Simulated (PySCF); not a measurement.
**SeN at PBE0**

Level: PBE0. Se cc-pVTZ-PP with ECP10, N cc-pVTZ; scalar-relativistic core potentials (PySCF 2.14).

- state: ⁴Π (quartet), unpaired electrons π ↑↑↑, a second solution, started from another occupation
- bond length: 1.862 Å
- harmonic wavenumber: 657 cm⁻¹
- force constant: 3.03 mdyn/Å
- rotational constant Be: 0.4079 cm⁻¹
- anharmonicity ωexe: 3.44 cm⁻¹
- vibration–rotation constant αe: 0.00321 cm⁻¹
- energy of the minimum from ground-state Se + N: -1.80 eV
- bond order (Mayer): 1.38
- dipole moment (positive dipole means Se(−)N(+)): -1.56 D

Spin–orbit coupling is left out.
